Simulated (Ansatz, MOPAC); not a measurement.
Diatomic MgB, multiplicity 2 (lowest of 2S+1 = 2, 4 at CCSD(T)/def2-TZVPP on PBE0 minima; our sources give no spin for the ground state, which may be another). The T1 diagnostic near the minimum is 0.063, so single-reference values are doubtful.

Seven points along R, fitted to fifth degree in 1/R; most abundant isotopes. Runs in def2 and cc sets follow the lowest solution found near the PBE0 minimum.

The state reached by PM6 isn't checked.

The values were computed with Ansatz (Gaussian orbitals); MOPAC for PM6 (differences of heats of formation). 

Task: What bond length and harmonic frequency does PM6 give?

Result: r_e = 2.285 Å, ω_e = 538 cm⁻¹.

Task: What bond length and harmonic frequency does B3LYP/def2-TZVPP give, and what D_e (from each atom's lowest state at the same level)?

Result: r_e = 2.424 Å, ω_e = 318 cm⁻¹, D_e = 0.51 eV.

Task: What bond length and harmonic frequency does wB97M-V/def2-TZVPP give, and what D_e (from each atom's lowest state at the same level)?

Result: r_e = 2.476 Å, ω_e = 266 cm⁻¹, D_e = 0.36 eV.

Doubts at one or more of the structures used: a spin-contaminated determinant (B3LYP/def2-TZVPP, wB97M-V/def2-TZVPP).

Ansatz is an electronic-structure program.
